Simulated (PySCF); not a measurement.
1,1-dichloro-1-fluoropropane (C₃H₅Cl₂F), SMILES CCC(F)(Cl)Cl.

Coordinates come from a ωB97X-D3(BJ)/def2-SVP optimisation. Other conformers were not sampled.

Two levels are set side by side: PBE/def2-TZVP (PySCF) and HF/def2-TZVP (PySCF). Same geometry, gas phase. Differences are taken from unrounded values.

```tsv
quantity	HF	PBE	PBE minus HF
orbital gap (eV)	15.93	6.11	-9.81
highest occupied level (eV)	-12.20	-7.37	4.84
lowest empty level (eV)	3.72	-1.25	-4.98
dipole moment (D)	2.27	2.02	-0.25
mean polarisability (bohr³)	58.2	63.6	5.4
```

PBE's occupied levels lie high since its potential decays too fast outside the molecule; exact exchange lowers them and widens the gap. Loosely held outer electrons make PBE densities more polarisable. Differences between two approximate levels are no errors against the true value.

Rough cost on one machine, each run with all the roots and properties that it gave: HF against PBE about 1/3.
